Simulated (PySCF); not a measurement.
Cl$_{4}$V, quartet, at a GFN2-xTB geometry of the parent state (such geometries of metal compounds can be far from the true shape) (another spin typed on purpose, not shown lowest); DF-HF/pcseg-1 (PySCF).

PySCF was given this input:
```python
from pyscf import gto, scf

mol = gto.M(
    atom='''
V     0.000000    0.000000    0.000000
Cl    1.686409   -0.390500   -1.074302
Cl    0.631816    0.306880    1.912386
Cl   -0.909466    1.550367   -0.959074
Cl   -1.408760   -1.466747    0.120989
''',
    basis='pcseg-1',
    charge=0,
    spin=3,
    verbose=4,
)

mf = scf.UHF(mol)
mf = mf.density_fit(auxbasis='def2-universal-jkfit')
mf.kernel()
mf.analyze()
```

It wrote (shortened):

```
PySCF version 2.14.0

[INPUT] verbose = 4
[INPUT] num. atoms = 5
[INPUT] num. electrons = 91
[INPUT] charge = 0
[INPUT] spin (= nelec alpha-beta = 2S) = 3
[INPUT] symmetry False subgroup None
[INPUT] Mole.unit = angstrom
[INPUT] Symbol           X                Y                Z      unit          X                Y                Z       unit  Magmom
[...]
nuclear repulsion = 682.542134384298
number of shells = 16
number of NR pGTOs = 257
number of NR cGTOs = 103
basis = pcseg-1
ecp = {}

******** <class 'pyscf.df.df_jk.DFUHF'> ********
method = DFUHF
initial guess = minao
damping factor = 0
level_shift factor = 0
DIIS = <class 'pyscf.scf.diis.CDIIS'>
diis_start_cycle = 1
diis_space = 8
diis_damp = 0
SCF conv_tol = 1e-09
SCF conv_tol_grad = None
SCF max_cycles = 50
direct_scf = False
number electrons alpha = 47  beta = 44
Set gradient conv threshold to 3.16228e-05
******** <class 'pyscf.df.df.DF'> ********
auxbasis = def2-universal-jkfit
init E= -2781.10472482715

cycle= 1 E= -2780.52938725138  delta_E= 0.575  |g|= 0.345  |ddm|= 2.53
cycle= 2 E= -2780.58874979834  delta_E= -0.0594  |g|= 0.261  |ddm|= 0.803
cycle= 3 E= -2780.6272819891  delta_E= -0.0385  |g|= 0.0843  |ddm|= 0.46
cycle= 4 E= -2780.6346036653  delta_E= -0.00732  |g|= 0.0132  |ddm|= 0.197
cycle= 5 E= -2780.63484966015  delta_E= -0.000246  |g|= 0.00436  |ddm|= 0.0344
cycle= 6 E= -2780.6348858547  delta_E= -3.62e-05  |g|= 0.00163  |ddm|= 0.0145
cycle= 7 E= -2780.63489183398  delta_E= -5.98e-06  |g|= 0.00047  |ddm|= 0.00611
cycle= 8 E= -2780.63489234336  delta_E= -5.09e-07  |g|= 0.000143  |ddm|= 0.00171
cycle= 9 E= -2780.63489239573  delta_E= -5.24e-08  |g|= 5.26e-05  |ddm|= 0.000573
cycle= 10 E= -2780.63489240184  delta_E= -6.11e-09  |g|= 1.69e-05  |ddm|= 0.000196
cycle= 11 E= -2780.63489240247  delta_E= -6.35e-10  |g|= 7.82e-06  |ddm|= 6.02e-05
Extra cycle  E= -2780.63489240257  delta_E= -9.82e-11  |g|= 5.05e-06  |ddm|= 1.95e-05
converged SCF energy = -2780.63489240257  <S^2> = 3.7985035  2S+1 = 4.0241787
**** SCF Summaries ****
Total Energy =                       -2780.634892402570131
Nuclear Repulsion Energy =             682.542134384298492
One-electron Energy =                -5196.728323041139447
Two-electron Energy =                 1733.551296254270710
Two-electron Coulomb Energy =         1888.085284184143347
DFT Exchange-Correlation Energy =     -154.533987929872637
**** MO energy ****
                             alpha | beta                alpha | beta
[...]
To work with the spin densities directly, `use mulliken_meta_spin()` only printing them here.

 ** Mulliken spin pop alpha/beta on meta-lowdin orthogonal AOs **
 ** Mulliken Spin Density (per AO)  **
spin_pop of  0 V 1s        0.00000
spin_pop of  0 V 2s        0.00000
spin_pop of  0 V 3s        0.00000
spin_pop of  0 V 4s       -0.00429
spin_pop of  0 V 5s        0.00097
spin_pop of  0 V 2px      -0.00000
spin_pop of  0 V 2py      -0.00000
spin_pop of  0 V 2pz      -0.00000
spin_pop of  0 V 3px      -0.00025
spin_pop of  0 V 3py      -0.00023
spin_pop of  0 V 3pz      -0.00024
spin_pop of  0 V 4px      -0.00425
spin_pop of  0 V 4py      -0.00141
spin_pop of  0 V 4pz      -0.00355
spin_pop of  0 V 3dxy      0.05767
spin_pop of  0 V 3dyz      0.54534
spin_pop of  0 V 3dz^2     0.23279
spin_pop of  0 V 3dxz      0.29791
spin_pop of  0 V 3dx2-y2    0.60142
spin_pop of  0 V 4dxy     -0.00184
spin_pop of  0 V 4dyz      0.00194
spin_pop of  0 V 4dz^2    -0.00141
spin_pop of  0 V 4dxz     -0.00107
spin_pop of  0 V 4dx2-y2    0.00186
spin_pop of  0 V 4f-3      0.00011
spin_pop of  0 V 4f-2      0.00008
spin_pop of  0 V 4f-1      0.00013
spin_pop of  0 V 4f+0      0.00013
spin_pop of  0 V 4f+1      0.00006
spin_pop of  0 V 4f+2      0.00022
spin_pop of  0 V 4f+3      0.00014
spin_pop of  1 Cl 1s       -0.00000
spin_pop of  1 Cl 2s       -0.00000
spin_pop of  1 Cl 3s        0.00366
spin_pop of  1 Cl 4s       -0.00062
spin_pop of  1 Cl 2px       0.00000
spin_pop of  1 Cl 2py       0.00000
spin_pop of  1 Cl 2pz       0.00000
spin_pop of  1 Cl 3px       0.05122
spin_pop of  1 Cl 3py       0.05886
spin_pop of  1 Cl 3pz       0.20769
spin_pop of  1 Cl 4px      -0.00007
spin_pop of  1 Cl 4py       0.00101
spin_pop of  1 Cl 4pz      -0.00007
spin_pop of  1 Cl 3dxy     -0.00070
spin_pop of  1 Cl 3dyz     -0.00021
spin_pop of  1 Cl 3dz^2    -0.00115
spin_pop of  1 Cl 3dxz     -0.00017
spin_pop of  1 Cl 3dx2-y2   -0.00001
spin_pop of  2 Cl 1s       -0.00000
spin_pop of  2 Cl 2s       -0.00000
spin_pop of  2 Cl 3s        0.00366
spin_pop of  2 Cl 4s       -0.00062
spin_pop of  2 Cl 2px       0.00000
spin_pop of  2 Cl 2py       0.00000
spin_pop of  2 Cl 2pz       0.00000
spin_pop of  2 Cl 3px       0.24427
spin_pop of  2 Cl 3py       0.04996
spin_pop of  2 Cl 3pz       0.02353
spin_pop of  2 Cl 4px      -0.00002
spin_pop of  2 Cl 4py       0.00106
spin_pop of  2 Cl 4pz      -0.00017
spin_pop of  2 Cl 3dxy     -0.00025
spin_pop of  2 Cl 3dyz     -0.00066
spin_pop of  2 Cl 3dz^2    -0.00027
spin_pop of  2 Cl 3dxz     -0.00099
spin_pop of  2 Cl 3dx2-y2   -0.00008
spin_pop of  3 Cl 1s       -0.00000
spin_pop of  3 Cl 2s       -0.00000
spin_pop of  3 Cl 3s        0.00366
spin_pop of  3 Cl 4s       -0.00062
spin_pop of  3 Cl 2px       0.00000
spin_pop of  3 Cl 2py       0.00000
spin_pop of  3 Cl 2pz       0.00000
spin_pop of  3 Cl 3px       0.24092
spin_pop of  3 Cl 3py       0.03171
spin_pop of  3 Cl 3pz       0.04517
spin_pop of  3 Cl 4px      -0.00015
spin_pop of  3 Cl 4py       0.00038
spin_pop of  3 Cl 4pz       0.00064
spin_pop of  3 Cl 3dxy     -0.00057
spin_pop of  3 Cl 3dyz     -0.00006
spin_pop of  3 Cl 3dz^2    -0.00050
spin_pop of  3 Cl 3dxz     -0.00022
spin_pop of  3 Cl 3dx2-y2   -0.00090
spin_pop of  4 Cl 1s       -0.00000
spin_pop of  4 Cl 2s       -0.00000
spin_pop of  4 Cl 3s        0.00366
spin_pop of  4 Cl 4s       -0.00062
spin_pop of  4 Cl 2px       0.00000
spin_pop of  4 Cl 2py       0.00000
spin_pop of  4 Cl 2pz       0.00000
spin_pop of  4 Cl 3px       0.05802
spin_pop of  4 Cl 3py       0.04306
spin_pop of  4 Cl 3pz       0.21671
spin_pop of  4 Cl 4px       0.00018
spin_pop of  4 Cl 4py       0.00042
spin_pop of  4 Cl 4pz       0.00027
spin_pop of  4 Cl 3dxy      0.00029
spin_pop of  4 Cl 3dyz     -0.00078
spin_pop of  4 Cl 3dz^2     0.00002
spin_pop of  4 Cl 3dxz     -0.00072
spin_pop of  4 Cl 3dx2-y2   -0.00106
 ** Mulliken Spin Density (per atom)  **
spin density of  0 V =      1.72223
spin density of  1 Cl =      0.31943
spin density of  2 Cl =      0.31942
spin density of  3 Cl =      0.31946
spin density of  4 Cl =      0.31945
 ** Mulliken pop alpha/beta on meta-lowdin orthogonal AOs **
 ** Mulliken pop       alpha | beta **
In total            47.00000 | 44.00000
 ** Mulliken atomic charges   ( Nelec_alpha | Nelec_beta ) **
charge of  0V =      1.21240  (    11.75491     10.03269 )
charge of  1Cl =     -0.30311  (     8.81127      8.49184 )
charge of  2Cl =     -0.30311  (     8.81127      8.49185 )
charge of  3Cl =     -0.30309  (     8.81127      8.49181 )
charge of  4Cl =     -0.30309  (     8.81127      8.49182 )
Dipole moment(X, Y, Z, Debye): -0.00018,  0.00003, -0.00013
```
